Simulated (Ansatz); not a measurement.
Geometry optimisation, RKS PBE-D4/def2-SVP (Ansatz 0.2.0).

The input (input.yaml):

```yaml
crystal:
  periodic: [false, false, false]
  atoms:
    - { symbol: C, position_ang: [-0.9678, -0.3408, -0.5128] }
    - { symbol: Si, position_ang: [-0.3441, -0.0756, 1.2276] }
    - { symbol: "N", position_ang: [1.1888, 0.0163, 0.5287] }
    - { symbol: Si, position_ang: [0.7039, 0.53, -0.9818] }
    - { symbol: H, position_ang: [-1.9099, 0.2714, -0.782] }
    - { symbol: H, position_ang: [-1.114, -1.3186, -0.8475] }
    - { symbol: H, position_ang: [-0.395, -1.2793, 2.0773] }
    - { symbol: H, position_ang: [-0.6526, 1.2315, 1.8614] }
    - { symbol: H, position_ang: [1.5875, -0.9119, 0.4907] }
    - { symbol: H, position_ang: [2.028, 0.62839, 0.47689] }
    - { symbol: H, position_ang: [0.5806, 1.997, -1.0265] }
basis:
  gaussian: { orbitals: def2-SVP }
hamiltonian:
  xc: pbe
  dispersion: d4
relax:
  f_tol: 0.02
  max_steps: 50
```

Launched with:

```bash
$ ansatz run input.yaml --threads 2 --pin off --max-ram 3072MiB --backend cpu --events-out ev --progress --plain --runs-dir out
```

Q: Where does it end, and by what steps?

A: It converged. After 11 steps the energy has fallen by 2.889 eV; Si4 moved furthest, 0.43 Å. The start is strongly strained (largest force component 9 eV/Å).

```
step  energy less start (eV)  largest force component (eV/Å)  accepted
   0                  0.0000                           8.880       yes
   1                 -1.8147                           5.015       yes
   2                 -2.6628                           1.765       yes
   3                 -2.6222                           0.750        no
   4                 -2.8438                           0.418       yes
   5                 -2.8787                           0.195       yes
   6                 -2.8387                           0.761        no
   7                 -2.8879                           0.065       yes
   8                 -2.8885                           0.038       yes
   9                 -2.8890                           0.038       yes
  10                 -2.8885                           0.081        no
  11                 -2.8892                           0.004       yes
```

```xyz
11
Properties=species:S:1:pos:R:3
C -1.058 -0.280 -0.574
Si -0.346 -0.079 1.118
N 1.399 -0.031 0.503
Si 0.626 0.452 -1.402
H -1.962 0.326 -0.780
H -1.252 -1.330 -0.872
H -0.446 -1.172 2.160
H -0.571 1.252 1.771
H 1.901 -0.929 0.492
H 2.034 0.671 0.906
H 0.381 1.868 -0.810
```

Run time: 20 s on 2 threads of Arm Neoverse V2, on a shared host, peak memory 0.14 GiB.
